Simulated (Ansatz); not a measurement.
Relaxation of InCl2I (InICl₂) with RKS PBE0-D4/def2-SVP.

```sh
$ ansatz run in.yaml --threads 4 --pin off --events-out ev --progress --plain --max-ram 3916MiB
```

```yaml
crystal:
  periodic: [false, false, false]
  atoms:
    - {symbol: In, position_ang: [0.054360, 0.091030, -0.000800]}
    - {symbol: Cl, position_ang: [2.342800, 0.052020, 0.011350]}
    - {symbol: Cl, position_ang: [-1.078410, 2.080680, -0.018480]}
    - {symbol: I, position_ang: [-1.318750, -2.223730, 0.007940]}
basis:
  gaussian: {orbitals: def2-SVP}
hamiltonian: {xc: pbe0, dispersion: d4}
scf: {omitted_lower_state_checks: [starts]}
output: {orbitals: {seedname: orbitals}}
relax: {f_tol: 0.02, max_steps: 100}
```

It took 7.5 s on 4 threads of Arm Neoverse V2 on a shared host.

Positions (Å) and forces (eV/Å) at steps 1, 2, 4 of 4:

```xyz
4
step=1 energy=-38308.5824 eV
In    0.054    0.091   -0.001   -0.590   -0.973    0.004
Cl    2.343    0.052    0.011    0.593    0.033    0.002
Cl   -1.078    2.081   -0.018   -0.250    0.525   -0.005
I    -1.319   -2.224    0.008    0.246    0.415   -0.002
4
step=2 energy=-38308.6184 eV
In    0.032    0.054    0.000    0.095    0.159    0.000
Cl    2.364    0.049    0.011   -0.068    0.039   -0.001
Cl   -1.091    2.098   -0.019    0.067   -0.041    0.000
I    -1.305   -2.200    0.008   -0.093   -0.157    0.000
4
step=4 energy=-38308.6216 eV
In    0.026    0.044    0.000    0.000    0.000    0.000
Cl    2.353    0.077    0.011    0.001    0.000    0.000
Cl   -1.061    2.102   -0.019    0.000    0.001    0.000
I    -1.318   -2.223    0.008    0.000   -0.001    0.000
```

In the def2 sets I, In take a core potential; there is no spin–orbit coupling.
